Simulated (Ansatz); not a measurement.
Molecule: 1H-pyrrol-2-ylsilane, C4H7NSi, net charge 0, singlet state. 
Geometry from a B3LYP-D3(BJ)/def2-TZVP (Ansatz, a program for electronic structure) optimisation:
SMILES: [nH]1c([SiH3])ccc1
```xyz
13

Si     2.0554     0.0451     0.0109
C      0.2088    -0.0378     0.0271
C     -0.6119    -0.9965     0.5999
C     -1.9600    -0.6384     0.3549
C     -1.9425     0.5341    -0.3641
N     -0.6371     0.8866    -0.5558
H      2.5536     1.2848     0.6593
H      2.5917     0.0375    -1.3739
H      2.5657    -1.1336     0.7436
H     -0.2663    -1.8637     1.1383
H     -2.8409    -1.1739     0.6669
H     -2.7476     1.1366    -0.7488
H     -0.3379     1.7063    -1.0531
```

Property: atomisation energy (electronic, to ground-state atoms), in kJ/mol. Cores are frozen in the correlated levels unless marked. UHF or UKS for open shells. No spin-orbit coupling. Non-relativistic. The coupled-cluster limit lacks core correlation, which all-electron functionals hold. CBS(X,Y): correlation extrapolated as X^-3; Hartree-Fock from the larger set.

```json
[
 {"level": "HF/6-31G*", "program": "Ansatz", "atomisation energy (kJ/mol)": "3838.0"},
 {"level": "HF/aug-cc-pV(D+d)Z", "program": "Ansatz", "atomisation energy (kJ/mol)": "3813.6"}
]
```

Q: What does CCSD(T)/CBS(cc-pV(T+d)Z,cc-pV(Q+d)Z) (Ansatz) give?

A: 5362.8 kJ/mol, so HF/aug-cc-pV(D+d)Z differs from it by -1549.2 kJ/mol.
